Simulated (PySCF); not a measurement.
How methods differ on the ionisation energy of Os(46+)

Os(46+) [Ar] 3d10 4s2 → Os(47+) [Ar] 3d10 4s1 [4s1/2^1, M_J = 1/2], as a difference of total energies. Calculation: PySCF 2.14, in an uncontracted even-tempered set (16 s from 6.3 bohr⁻², ratio 2.8; 13 p from 8.2 bohr⁻², ratio 2.8; 8 d from 15 bohr⁻², ratio 2.8; 4 f from 33 bohr⁻², ratio 3); the two-component X2C-1e Hamiltonian. Correlated levels: [Ne] frozen; the 72 highest virtual spinors dropped. "Screened" scales the spin-orbit matrix elements by Boettger's factors to mimic the two-electron term; Breit and QED terms are absent.

```json
{"method": "GHF (spin-free)", "ionisation energy (eV)": "2536.1"}
{"method": "GMP2 (spin-free)", "ionisation energy (eV)": "2538.8"}
{"method": "GHF (screened spin-orbit)", "ionisation energy (eV)": "2535.7"}
{"method": "GMP2 (screened spin-orbit)", "ionisation energy (eV)": "2538.6"}
```

How much does correlation contribute at GMP2 (screened spin-orbit)?

2538.6 − (2535.7) = 2.9 eV, measured against GHF (screened spin-orbit).

Breit and QED terms and the two-electron picture change are absent.

For comparison: 2552 ± 4 eV (theoretical estimate listed by NIST; NIST Atomic Spectra Database, ionization energies).
